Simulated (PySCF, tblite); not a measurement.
Isomers of C4H10NOSi (doublet state). Computed with GFN2-xTB (tblite): harmonic, unscaled wavenumbers at the GFN2-xTB geometry, gas phase. Errors from tens to a few hundred cm⁻¹ against measured bands are possible. One conformer each. Open shells enter through the occupations alone, without spin polarisation, and single modes of such species can be off by tens of per cent.

Electronic energies: B3LYP/pcH-1 single points on the GFN2-xTB geometries (PySCF, gas phase).

```
                     SMILES  electronic energy, lowest = 0 (kJ/mol)
 C[C@@H]1C[Si@@](C)([NH])O1                                    87.8
[CH2][C@@H]1C[Si@@](C)(N)O1                                    13.1
 C[C@@H]1[CH][Si@@](C)(N)O1                                     0.0
```

Q: How do GFN2-xTB zero-point energies change the relative energies?

A: 
```json
{"SMILES": "C[C@@H]1[CH][Si@@](C)(N)O1", "ZPE (kJ/mol)": "353.7", "of it from modes above 1550 cm⁻¹": "187.1", "electronic (kJ/mol)": "0.0", "with ZPE, lowest = 0 (kJ/mol)": "0.0", "lowest mode (cm⁻¹)": "63", "rings": "1"}
{"SMILES": "[CH2][C@@H]1C[Si@@](C)(N)O1", "ZPE (kJ/mol)": "349.8", "of it from modes above 1550 cm⁻¹": "188.5", "electronic (kJ/mol)": "13.1", "with ZPE, lowest = 0 (kJ/mol)": "9.2", "lowest mode (cm⁻¹)": "67", "rings": "1"}
{"SMILES": "C[C@@H]1C[Si@@](C)([NH])O1", "ZPE (kJ/mol)": "356.5", "of it from modes above 1550 cm⁻¹": "184.3", "electronic (kJ/mol)": "87.8", "with ZPE, lowest = 0 (kJ/mol)": "90.6", "lowest mode (cm⁻¹)": "55", "rings": "1"}
```

The zero-point energies span 6.7 kJ/mol, from `[CH2][C@@H]1C[Si@@](C)(N)O1` to `C[C@@H]1C[Si@@](C)([NH])O1`. The order is unchanged.

Q: And how do the electronic energies of GFN2-xTB itself compare?

A: `C[C@@H]1[CH][Si@@](C)(N)O1` 17.5; `[CH2][C@@H]1C[Si@@](C)(N)O1` 32.8; `C[C@@H]1C[Si@@](C)([NH])O1` 0.0 kJ/mol, lowest = 0. Against the energies above, taken from the same isomer `C[C@@H]1[CH][Si@@](C)(N)O1`, the largest difference is 105.3 kJ/mol.

Q: What do entropy and thermal enthalpy add at 298.15 K and 1 bar (rigid rotor, harmonic oscillator, one conformer each)?

A: 
```
                     SMILES  point group  symmetry number  S (J/(mol K))  H − H(0) (kJ/mol)  ZPE + H − H(0) − TS (kJ/mol)
 C[C@@H]1[CH][Si@@](C)(N)O1           C1                1          412.8              29.50                         260.1
[CH2][C@@H]1C[Si@@](C)(N)O1           C1                1          416.5              30.05                         255.7
 C[C@@H]1C[Si@@](C)([NH])O1           C1                1          405.9              27.97                         263.5
```

S holds R ln(2S + 1) for the spin.
